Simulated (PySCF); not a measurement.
Some computed properties have been withheld. Give your best values.

Species: C₄H₇N₃Si.
Structure used (GFN2-xTB), in Å, numbered top down from 1:
```
atom  x, y, z in Å
C1    -2.627   -0.490    0.380
C2    -1.339    0.203    0.098
N3    -1.383    1.499   -0.173
N4    -0.275    2.134   -0.428
C5     0.867    1.478   -0.414
C6     0.921    0.110   -0.113
Si7    2.501   -0.939   -0.063
N8    -0.217   -0.519    0.144
H9    -3.457    0.171    0.154
H10   -2.693   -1.401   -0.211
H11   -2.662   -0.771    1.432
H12    1.754    2.052   -0.639
H13    3.621   -0.014    0.120
H14    2.378   -1.880    1.043
H15    2.606   -1.624   -1.352
```

```tsv
property	level	value
rotational constants A, B, C of the GFN2-xTB geometry	GFN2-xTB	3.435, 1.236, 0.924 GHz
dipole moment	CAM-B3LYP/def2-SVPD	2.62 D
HOMO energy	CAM-B3LYP/def2-SVPD	?
LUMO energy	CAM-B3LYP/def2-SVPD	-1.08 eV
lowest singlet excitation	TDDFT CAM-B3LYP/def2-SVPD	2.93 eV (424 nm, f = 0.005)
lowest triplet excitation (Tamm–Dancoff)	TDA CAM-B3LYP/def2-SVPD	?
static isotropic polarisability	CAM-B3LYP/def2-SVPD	?
electronic spatial extent ⟨r²⟩ about the centre of nuclear charge	CAM-B3LYP/def2-SVPD	1243 bohr²
13C chemical shifts (computed TMS as zero) by class	GIAO PBE0/pcSseg-1	172.0 (C2), 166.4 (C6), 159.1 (C5), 27.1 (C1) ppm
1H chemical shifts (computed TMS as zero) by class	GIAO PBE0/pcSseg-1	?
isotropic shieldings of nuclei other than C and H, by class	GIAO PBE0/pcSseg-1	?
```

The electronic properties come from PySCF, for the isolated species, density fitting. Geometry: GFN2-xTB; no solvent or vibrations. NMR classes are plain means over equivalent atoms (diastereotopic ones count apart unless rotation or inversion swaps them), as if these changed places fast; in this geometry the members of some classes differ.

Question: The HOMO energy?

Answer: -8.09 eV.

Question: The isotropic shieldings of nuclei other than C and H, by class?

Answer: -218 (N4), -162 (N3), -86 (N8), 424 (Si7) ppm.

Question: What is the static isotropic polarisability?

Answer: 92.2 au.

Question: What are the 1H chemical shifts (computed TMS as zero) by class?

Answer: 9.60 (H12), 4.49 (H13/H14/H15), 3.14 (H9/H10/H11) ppm.

Question: Give the lowest triplet excitation (Tamm–Dancoff).

Answer: 2.25 eV.

With B = h/(8π²I), that is 505.379 GHz u Å² over I, the principal moments of inertia are 147.1, 408.7 and 546.9 u Å² (most abundant isotopes). 1 of the 8 computed singlets lies in the visible range (750 to 380 nm, 1.65 to 3.26 eV), with an oscillator strength of 0.005. The dipole matches unit charges of opposite sign 0.55 Å apart (1 e·Å = 4.8032 D). The polarisability is 13.66 Å³ as a volume (1 au = 0.148185 Å³), or 1.40 au for each of the 66 electrons.
